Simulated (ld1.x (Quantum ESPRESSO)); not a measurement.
## Varying the TM semilocal potential for Zn

Base potential:

| Quantity | Value |
| --- | --- |
| Element | Zn (Z = 30) |
| Generator | ld1.x (Quantum ESPRESSO) 7.5 |
| Type | norm-conserving Troullier–Martins (semilocal form) |
| Functional | PBEsol |
| Relativity | non-relativistic |
| Frozen core | [Ar] 3d10 |
| Valence charge | 2 |
| Reference configuration | 4s1.5 4p0.5 |
| Partial waves | 4p (bound): rc 1.95 bohr; 4s (bound): rc 1.60 bohr |
| Local potential | the s channel |
| Core correction | none |

All-electron outer shells of the reference configuration (PBEsol, non-relativistic, ld1.x):

```csv
shell,level (eV),outermost node (bohr),outermost maximum (bohr)
3d,-11.71,–,0.56
4s,-6.57,0.86,2.11
4p,-1.66,0.93,2.96
```

Cutoffs, loose and tight: the cutoffs (Ry, on a coarse ladder) from which the occupation-weighted sum of valence levels, in a spherical-Bessel basis at the reference potential, stays within 10 and 1 mRy of its value at 400 Ry. They do not see the model core or the augmentation charge, which bear on the density cutoff. Test errors are all-electron minus pseudo excitation energies from the reference, over the configurations 4s2 4p0; 4s1 4p0; 4s1.5 4p0; 4s0 4p2; 4s0 4p1; 4s1 4p1. A dash means not determined; rows that change the core or the reference have their own tests.

A semilocal file is local in each channel, so a ghost entry of none says nothing of the separable form that plane-wave codes build from it.

| change | outcome | cutoff, loose | cutoff, tight | bound ghosts | largest test error (meV) |
| --- | --- | --- | --- | --- | --- |
| base | generated | 18 Ry | 45 Ry | none | +99 |
| all radii scaled by about 0.76 (s 1.22, p 1.48 bohr) | generated | 110 Ry | 200 Ry | none | +138 |
| all radii scaled by about 0.93 (s 1.48, p 1.82 bohr) | generated | 30 Ry | 60 Ry | none | +98 |
| all radii scaled by about 1.05 (s 1.68, p 2.04 bohr) | generated | 10 Ry | 30 Ry | none | +98 |
| all radii scaled by about 1.13 (s 1.80, p 2.20 bohr) | generated | 10 Ry | 30 Ry | none | +98 |
| all radii scaled by about 1.22 (s 1.94, p 2.38 bohr) | generated | 10 Ry | 30 Ry | none | +98 |
| all radii scaled by about 1.28 (s 2.06, p 2.50 bohr) | generated | 10 Ry | 30 Ry | none | +98 |

(1) What comes out with this change to the base: all radii scaled by about 0.83 (s 1.32, p 1.62 bohr)?

(2) What comes out with this change to the base: all radii scaled by about 1.39 (s 2.22, p 2.70 bohr)?

Results:

(1) outcome: generated; cutoff, loose: 40 Ry; cutoff, tight: 120 Ry; bound ghosts: none; largest test error (meV): +118.

(2) outcome: generated; cutoff, loose: 10 Ry; cutoff, tight: 25 Ry; bound ghosts: none; largest test error (meV): +97.

Reading the sweep of the scale of all radii (base = 1) (base included, trends over the rows without a ghost): The loose cutoff falls from 110 Ry at 0.76 to 10 Ry at 1.39. A larger radius leaves more room for a smooth pseudo-wave, so fewer plane waves are needed; a smaller one forces it to follow the all-electron wave where it bends sharply. The median size of the test errors (rows with all tests solved) falls from 10.0 meV at 0.76 to 5.7 meV at 1.39. This runs against the usual rule that a larger radius transfers worse; these runs do not show why.
